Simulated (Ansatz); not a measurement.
Mulliken charges of C$_{2}$H$_{5}$BOSe, SMILES `BC(=[Se])CO` from PBE/def2-TZVPP in Ansatz (PBE0-D4/def2-TZVP geometry).

```csv
atom,x (Å),y (Å),z (Å),charge (e)
B1,-0.767,-0.001,1.580,-0.207
C2,-0.026,0.154,0.260,0.050
Se3,0.969,1.454,0.965,-0.052
C4,0.073,-0.412,-1.085,0.068
O5,1.002,0.160,-1.945,-0.291
H6,-1.781,0.607,1.757,0.032
H7,-0.399,-0.828,2.363,0.029
H8,-0.930,-0.357,-1.536,0.093
H9,0.266,-1.491,-0.942,0.092
H10,1.594,0.713,-1.418,0.187
```

By hand: the dipole of these point charges (1 e Å = 4.8032 D).

Σ q r = (-0.012, -0.184, -0.242) e Å, of length 0.304 e Å = 1.46 D.

How does the dipole of the full density compare? (An estimate is asked.)

Computed: (0.026, -0.092, -0.095) e Å, 0.65 D; the point charges give 2.25 times that, at 15° from its direction.

Point charges leave out the atoms' own dipoles, such as those of lone pairs, and Mulliken's split depends on the basis, so the two needn't agree.
